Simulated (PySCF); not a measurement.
# `CC#C[PH2+]CCC`: 4 charge schemes on one density

Compound: C6H12P (charge +1).
Geometry (GFN2-xTB, Å), atoms numbered from 1 in this order:
```xyz
19
C6H12P angstrom
C      4.2701    0.6107   -0.1921
C      2.8729    0.5830    0.0844
C      1.6845    0.5667    0.3185
P     -0.0112    0.5293    0.6289
C     -0.8104   -0.8696   -0.2072
C     -2.2367   -1.1213    0.2951
C     -3.0961    0.1335    0.2372
H      4.5578    1.6018   -0.5430
H      4.8323    0.3777    0.7121
H      4.5125   -0.1238   -0.9601
H     -0.2163    0.4471    1.9882
H     -0.5425    1.7324    0.2290
H     -0.1784   -1.7512   -0.0474
H     -0.8064   -0.6484   -1.2813
H     -2.6780   -1.9000   -0.3282
H     -2.2056   -1.5002    1.3187
H     -3.0738    0.5759   -0.7565
H     -4.1286   -0.1083    0.4731
H     -2.7558    0.8740    0.9645
```

Density: PBE0/pcSseg-1 (PySCF); schemes: Mulliken, IAO, Hirshfeld and ESP-fitted. Isolated species at its GFN2-xTB geometry (one conformer only).

Problem. Give the atomic charges in each scheme.

Solution. In e; atoms taken as equivalent share a row and are averaged (×n: the atom named and its like, n in all):

```csv
atom,environment,Mulliken,IAO,Hirshfeld,ESP-fitted
C1,propargylic carbon,-0.166,-0.454,-0.066,-0.549
C2,alkyne carbon,-0.142,+0.155,+0.078,+0.405
C3,alkyne carbon,-0.321,-0.417,-0.133,-0.600
P4,phosphonium phosphorus,+0.606,+0.979,+0.486,+0.780
C5,sp3 carbon bound to phosphorus,-0.471,-0.458,-0.070,-0.303
C6,chain CH2 carbon,-0.266,-0.255,-0.049,+0.024
C7,methyl carbon,-0.320,-0.427,-0.107,-0.187
H8/H9/H10,methyl hydrogen,+0.193,+0.210,+0.093,+0.225
H11/H12,P–H hydrogen,+0.158,+0.042,+0.069,+0.070
H13/H14,methylene hydrogen,+0.211,+0.191,+0.078,+0.152
H15/H16,methylene hydrogen,+0.166,+0.164,+0.062,+0.061
H17/H18/H19,methyl hydrogen,+0.144,+0.151,+0.054,+0.065
```

Mean size of the charges over all atoms: IAO 0.264 e, Mulliken 0.230 e, ESP-fitted 0.225 e, Hirshfeld 0.097 e. Each set sums to the total charge, 1, to within 0.001 e. The ESP scheme fits charges at the nuclei, held to the total charge, to the electrostatic potential on points at 1.4 to 2.0 times the van der Waals radii.

Some averages cover members that differ in this geometry: H17/H18/H19, ESP-fitted +0.018 to +0.109; H17/H18/H19, IAO +0.124 to +0.180; H17/H18/H19, Mulliken +0.124 to +0.170; H15/H16, ESP-fitted +0.040 to +0.082 e.

Lowest charge. The schemes don't all agree: Mulliken C5 (-0.471); IAO C5 (-0.458); Hirshfeld C3 (-0.133); ESP-fitted C3 (-0.600).

Highest charge. All schemes agree: Mulliken P4 (+0.606); IAO P4 (+0.979); Hirshfeld P4 (+0.486); ESP-fitted P4 (+0.780).

Problem. Sum the charges by element, for elements with more than one atom.

Solution. 
| element | atoms | Mulliken | IAO | Hirshfeld | ESP-fitted |
| --- | --- | --- | --- | --- | --- |
| C | 6 | -1.686 | -1.856 | -0.347 | -1.212 |
| H | 12 | +2.080 | +1.877 | +0.861 | +1.432 |

Problem. How closely do the schemes follow one another over all atoms?

Solution. Correlation coefficient and root-mean-square difference: IAO with Hirshfeld 0.95, 0.217 e; Mulliken with IAO 0.92, 0.138 e; IAO with ESP-fitted 0.91, 0.136 e; Hirshfeld with ESP-fitted 0.88, 0.202 e; Mulliken with Hirshfeld 0.86, 0.160 e; Mulliken with ESP-fitted 0.76, 0.199 e.

Problem. How many electrons does the Mulliken scheme count on C3?

Solution. Z − q = 6 − (-0.321) = 6.321.
